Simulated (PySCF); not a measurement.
Compound: CH2SSe.
Geometry (PBE0-D3(BJ)/def2-SVP, Å), atoms numbered from 1 in this order:
```
atom  x, y, z in Å
S1    -0.1537    0.7539   -1.1015
C2     0.0399    0.1621    0.5002
Se3    0.2247   -1.4970    1.0653
H4    -0.1147   -0.4524   -1.7177
H5     0.0368    0.9998    1.2139
```

Method: PBE0-D3(BJ)/def2-SVP geometry optimisation, gas phase in PySCF 2.14.0.

Masses are those of the commonest isotopes; rigid-rotor values at the optimised geometry. The values belong to one conformer with, in the numbering `[SH:1][CH:2]=[Se:3]`, H–S1–C2–Se3 0°.

What are A, B and C (MHz)?

Ia = 10.89, Ib = 235.11, Ic = 246.00 u·Å²; 505379 MHz·u·Å²/I gives A = 46422, B = 2150, C = 2054 MHz.

Classify the top.

A near-prolate asymmetric top: κ = (2 × 2150 − 46422 − 2054)/(46422 − 2054) = -1.00.

What does the inertial defect say?

Planar: Δ = Ic − Ia − Ib = 0.00 u·Å². For a rigid frame Δ = −2 Σ m c², so it vanishes when all atoms lie in the ab plane; here none is more than 0.01 Å from it.

Which types of transition are allowed, and where do some lines up to J = 2 fall?

The dipole components are |μa| = 1.64 D, |μb| = 0.12 D, |μc| = 0.00 D; the mirror of this Cs structure is the ab plane, so μc vanishes by symmetry and there are no c-type lines. The squared components, which scale the intensities, stand as 1.00 : 0.01 (a : b). Some lines, for components of 0.1 D or more:

```
type  branch         J(Ka,Kc)     MHz  lower level (cm⁻¹)
   a       R  1(0,1) ← 0(0,0)    4204               0.000
   a       R  2(1,2) ← 1(1,1)    8313               1.617
   a       R  2(0,2) ← 1(0,1)    8408               0.140
   a       R  2(1,1) ← 1(1,0)    8503               1.620
   b       Q  1(1,0) ← 1(0,1)   44367               0.140
   b       Q  2(1,1) ← 2(0,2)   44463               0.421
   b       R  1(1,1) ← 0(0,0)   48476               0.000
   b       R  2(1,2) ← 1(0,1)   52585               0.140
   b       Q  2(2,0) ← 2(1,1)  132816               1.904
   b       Q  2(2,1) ← 2(1,2)  133102               1.894
   b       R  2(2,1) ← 1(1,0)  141319               1.620
   b       R  2(2,0) ← 1(1,1)  141415               1.617
```

Estimate the classical rotational partition function at 100 K, 298.15 K and 500 K.

Point group Cs, symmetry number σ = 1; q = (√π/σ)·√((kT/h)³/(ABC)), k/h = 20836.6 MHz/K: 11800 at 100 K, 60600 at 298.15 K, 132000 at 500 K.

No frequency check. Zero-point vibration and centrifugal distortion are left out.

The run took 14 s wall on one thread of an Arm Neoverse V2, shared host with 32 logical CPUs at a one-minute load of 25, and the process peaked at 0.33 GiB of memory. These figures are those of the optimisation.
